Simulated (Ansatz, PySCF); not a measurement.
This Ansatz (a first-principles code) input computes a PBE/def2-TZVPD energy:

Ansatz 0.2 input:
```yaml
crystal:
  periodic: [false, false, false]
  atoms:
    - {symbol: Si, position_ang: [-0.47339297, -0.00918615, 0.06108048]}
    - {symbol: Cl, position_ang: [0.28827995, 1.83553094, -0.64175559]}
    - {symbol: Cl, position_ang: [0.27513435, -1.49635138, -1.24473413]}
    - {symbol: Cl, position_ang: [0.91557935, -0.31306618, 1.70995112]}
    - {symbol: C, position_ang: [-2.18744834, -0.02776757, 0.20112425]}
    - {symbol: H, position_ang: [-2.69178180, 0.83009801, 0.63332355]}
    - {symbol: H, position_ang: [-2.69891868, -0.97881399, 0.30596052]}
basis:
  gaussian:
    orbitals: def2-TZVPD
hamiltonian:
  xc: {name: PBE}
total_charge: -1
output: {forces: true}
```

Problem. Write an input for the same energy in PySCF and say what it gives.

Solution. 
```python
from pyscf import gto, scf, dft

mol = gto.M(
    atom='''
    Si   -0.47339297   -0.00918615    0.06108048
    Cl    0.28827995    1.83553094   -0.64175559
    Cl    0.27513435   -1.49635138   -1.24473413
    Cl    0.91557935   -0.31306618    1.70995112
    C    -2.18744834   -0.02776757    0.20112425
    H    -2.69178180    0.83009801    0.63332355
    H    -2.69891868   -0.97881399    0.30596052
    ''',
    basis='def2-tzvpd',
    charge=-1,
    spin=0,
    verbose=4,
)

mf = dft.RKS(mol, xc='pbe').density_fit(auxbasis='def2-universal-jkfit')
mf.grids.level = 3
mf.conv_tol = 1e-9
mf.max_cycle = 100
mf.max_memory = 1500
mf.kernel()
if not mf.converged:
    mf = mf.newton()
    mf.kernel(mf.make_rdm1())
mf.analyze()
```
It gives -1708.89375 Eh, and Ansatz -1708.89366 Eh, a difference of 0.09 mEh, from the treatment of integrals and grids.

It need not be the lowest isomer of its formula. Whether it binds its extra electron was not tested at this geometry.
